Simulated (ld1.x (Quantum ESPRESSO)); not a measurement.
# What one change does to a pseudopotential (Al (Z = 13), TM)

- Element: Al (Z = 13)
- Generator: ld1.x (Quantum ESPRESSO) 7.5
- Type: norm-conserving Troullier–Martins (Kleinman–Bylander form)
- Functional: LDA (PZ)
- Relativity: scalar-relativistic
- Frozen core: [Ne]
- Valence charge: 3
- Reference configuration: 3s2 3p0.5 (charge +0.5)
- Partial waves: 3s (bound): rc 1.70 bohr; 3p (bound): rc 2.65 bohr
- Local potential: all-electron potential smoothed inside 1.35 bohr (lloc = -2)
- Core correction: Bessel-smoothed model core inside 1.75 bohr

All-electron outer shells of the reference configuration (LDA (PZ), scalar-relativistic, ld1.x):

```json
{"shell": "3s", "level (eV)": "-11.18", "outermost node (bohr)": "0.80", "outermost maximum (bohr)": "2.03"}
{"shell": "3p", "level (eV)": "-5.78", "outermost node (bohr)": "0.81", "outermost maximum (bohr)": "2.52"}
```

Change: all radii but the core radius scaled by about 0.85 (s 1.44, p 2.24 bohr); local potential all-electron potential smoothed inside 1.14 bohr (lloc = -2).

Cutoffs: the cutoffs (Ry, on a coarse ladder) from which the occupation-weighted sum of valence levels, in a spherical-Bessel basis at the reference potential, stays within 10 and 1 mRy of its value at 400 Ry; they do not see the model core or the augmentation charge, which bear on the density cutoff. Errors are all-electron minus pseudo energies relative to the spin-unpolarised reference configuration.

Question: What does the change do?

Answer: The potential gets harder (10 Ry and 30 Ry → 35 Ry and 70 Ry); of the 9 tests that both files solve, the error grows in 4 and shrinks in 1 by more than 15 % and 0.3 meV (median size 1.8 → 1.4 meV); neither file shows a bound ghost. A smaller radius makes the pseudo-wave follow the all-electron one further in, where it bends more sharply, so more plane waves are needed.

| quantity | base | changed |
| --- | --- | --- |
| cutoff, loose | 10 Ry | 35 Ry |
| cutoff, tight | 30 Ry | 70 Ry |
| loose cutoff by channel (10 mRy a level) | s 8 Ry, p 6 Ry | s 30 Ry, p 6 Ry |
| bound ghosts | none | none |
| error for 3s2 3p1, meV [ΔE -2.13 eV] | +0.6 | +0.8 |
| error for 3s2 3p0, meV [ΔE 3.72 eV] | +0.9 | +1.4 |
| error for 3s1 3p0, meV [ΔE 23.10 eV] | +17 | +24 |
| error for 3s2 3p1.3, meV [ΔE -2.72 eV] | +1.1 | +1.4 |
| error for 3s0 3p3, meV [ΔE 8.38 eV] | -6.9 | -17 |
| error for 3s1 3p1, meV [ΔE 9.54 eV] | +1.8 | +0.7 |
| error for 3s1 3p2, meV [ΔE 3.03 eV] | -1.9 | -4.1 |
| error for 3s2 3p0.5 (spin-polarised), meV [ΔE -0.04 eV] | +0.5 | +0.5 |
| error for 3s2 3p1 (spin-polarised), meV [ΔE -2.26 eV] | +2.0 | +2.3 |
